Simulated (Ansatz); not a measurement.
Cost and result for the atomization energy of `N[SiH2]S[SiH2]F` (11 atoms, 10 bonds).

```json
{"atom": "N1", "x (Å)": "-1.809", "y (Å)": "-0.209", "z (Å)": "0.991"}
{"atom": "Si2", "x (Å)": "-0.307", "y (Å)": "0.584", "z (Å)": "1.156"}
{"atom": "S3", "x (Å)": "0.529", "y (Å)": "1.490", "z (Å)": "-0.625"}
{"atom": "Si4", "x (Å)": "1.292", "y (Å)": "-0.265", "z (Å)": "-1.506"}
{"atom": "F5", "x (Å)": "2.744", "y (Å)": "-0.625", "z (Å)": "-0.944"}
{"atom": "H6", "x (Å)": "-2.640", "y (Å)": "0.313", "z (Å)": "0.764"}
{"atom": "H7", "x (Å)": "-1.846", "y (Å)": "-1.137", "z (Å)": "0.602"}
{"atom": "H8", "x (Å)": "-0.472", "y (Å)": "1.736", "z (Å)": "2.070"}
{"atom": "H9", "x (Å)": "0.664", "y (Å)": "-0.418", "z (Å)": "1.653"}
{"atom": "H10", "x (Å)": "0.424", "y (Å)": "-1.429", "z (Å)": "-1.200"}
{"atom": "H11", "x (Å)": "1.421", "y (Å)": "-0.039", "z (Å)": "-2.962"}
```

The species carries charge 0 and has multiplicity 1. All single points use the PBE0-D4/def2-TZVP geometry. It is one conformer, not always the lowest. Program: Ansatz. All runs use 4 threads of an Arm Neoverse V1 on a shared host. Times are those of one run each, without the atoms' runs, and a repeat can differ threefold. Electronic energies, without spin–orbit coupling; frozen cores. CCSD(T)/CBS adds CCSD(T) − MP2 in def2-TZVPP to the MP2 limit, and its time is that of the two runs behind it. T1 = 0.012. B3LYP takes the VWN-RPA correlation (the form of Gaussian; ORCA's B3LYP/G).

CCSD(T)/CBS is a level of theory with its own doubt, some kJ/mol a heavy atom from the limit and from the frozen cores, so smaller differences don't rank the functionals.

```json
{"level": "PBE-D4/def2-TZVPP (with forces)", "functions": "272", "wall time": "4.2 s"}
{"level": "PBE0-D4/def2-TZVPP", "functions": "272", "wall time": "5.5 s"}
{"level": "r2SCAN-D4/def2-TZVPP (with forces)", "functions": "272", "wall time": "7 s"}
{"level": "B3LYP-D4/def2-TZVPP (with forces)", "functions": "272", "wall time": "8 s"}
{"level": "B2PLYP/def2-TZVPP", "functions": "272", "wall time": "9 s"}
{"level": "ωB97X-V/def2-TZVPP", "functions": "272", "wall time": "12 s"}
{"level": "ωB97M-V/def2-TZVPP (with forces)", "functions": "272", "wall time": "17 s"}
{"level": "MP2/def2-QZVPP", "functions": "504", "wall time": "37 s"}
{"level": "CCSD(T)/def2-TZVPP", "functions": "272", "wall time": "3.8 min"}
{"level": "CCSD(T)/CBS(def2)", "functions": "–", "wall time": "4.4 min"}
```

Problem. What atomization energy does each give, and how far from CCSD(T)/CBS? (An estimate is asked.)

Solution. Ansatz gave: 
```tsv
level	atomization (kJ/mol)	difference from CCSD(T)/CBS	per bond
PBE-D4/def2-TZVPP (with forces)	3728.0	-3.6	-0.4
PBE0-D4/def2-TZVPP	3678.6	-53.0	-5.3
r2SCAN-D4/def2-TZVPP (with forces)	3713.4	-18.2	-1.8
B3LYP-D4/def2-TZVPP (with forces)	3708.1	-23.5	-2.4
B2PLYP/def2-TZVPP	3663.4	-68.2	-6.8
ωB97X-V/def2-TZVPP	3748.8	17.2	1.7
ωB97M-V/def2-TZVPP (with forces)	3737.0	5.4	0.5
MP2/def2-QZVPP	3730.3	-1.3	-0.1
CCSD(T)/def2-TZVPP	3606.2	-125.4	-12.5
CCSD(T)/CBS(def2)	3731.6	0.0	0.0
```

In def2-TZVPP, CCSD(T) changes the Hartree–Fock value by +910.5 kJ/mol (the triples alone add +51.2 kJ/mol) and MP2 by +958.9 kJ/mol; breaking electron pairs costs correlation energy, which Hartree–Fock lacks. The D4 term adds +46.1 kJ/mol with B3LYP and +24.3 kJ/mol with PBE0; it sums over pairs of atoms, weighted by their polarisabilities, and B3LYP, whose exchange is more repulsive, gets the larger term. From PBE to PBE0 (25 % exact exchange), in def2-TZVPP and without D4, the atomization energy moves by −45.3 kJ/mol: exact exchange takes away binding that semilocal exchange gives to molecules.
